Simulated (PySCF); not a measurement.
**Worked example: chemical shift, span and skew from a shielding tensor**

(E)-1,2-dichloro-1,2-difluoroethene (C2Cl2F2), SMILES F/C(Cl)=C(/F)Cl. Atoms are numbered in the order given.

```xyz
6

F      1.7125    -0.4457     0.0000
C      0.3925    -0.5431     0.0000
Cl    -0.2234    -2.1459     0.0000
C     -0.3925     0.5431     0.0000
F     -1.7125     0.4457     0.0000
Cl     0.2234     2.1459     0.0000
```

Geometry optimised at B3LYP-D3(BJ)/def2-SVP.

GIAO shieldings from PBE/pcSseg-1 run with PySCF, non-relativistic, no solvent. The symmetric part of the tensor of C2 has the principal values -17.2, 50.2, 65.6 ppm. The same nucleus in TMS has σ = 182.0 ppm at this level (PySCF, at its B3LYP-D3(BJ)/def2-TZVP geometry). Without spin–orbit terms, shifts of atoms bonded to Cl or Br come out too high.

Q: Work out the isotropic shielding, the ¹³C shift against TMS, the span and the skew.

A: 
σ(iso) = (σ11 + σ22 + σ33)/3 = 32.9 ppm. δ = σ(ref) − σ(iso) = 182.0 − (32.9) = 149.1 ppm.
Span Ω = σ33 − σ11 = 82.8 ppm. Skew κ = 3(σ(iso) − σ22)/Ω = -0.63. Tumbling in solution averages the tensor to δ; in a static solid the shielding alone would spread this spin-1/2 line over Ω.
